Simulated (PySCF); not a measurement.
These are TPSSh-D3(BJ)/def2-TZVP // CAM-B3LYP-D3(BJ)/def2-TZVP (PySCF) values and carry that method's errors. Isolated molecules, 0 K electronic values unless said otherwise. One relaxed conformer stands for a flexible species; it need not be the lowest. Delta-SCF ions had no search for a lower state. Excitations are Tamm–Dancoff values on a coarser integration grid. The basis has no diffuse functions, so Rydberg states are missing or too high.

Reference species (SMILES): `C(=C\Cl)/C[SiH3]` (Si–C–C–C torsion 109°) (neutral, multiplicity 1).

```yaml
T1 excitation (TDA): 4.06 eV
vertical ionisation energy (Delta-SCF): 8.86 eV
```

Changed species: `ClC(=C)C[SiH3]` (Cl–C–C–Si torsion 74°).

Predict the effect on the T1 excitation (TDA) and vertical ionisation energy (Delta-SCF).

the T1 excitation (TDA) increases by 0.10 eV, to 4.16 eV; the vertical ionisation energy (Delta-SCF) rises by 0.21 eV, to 9.07 eV.
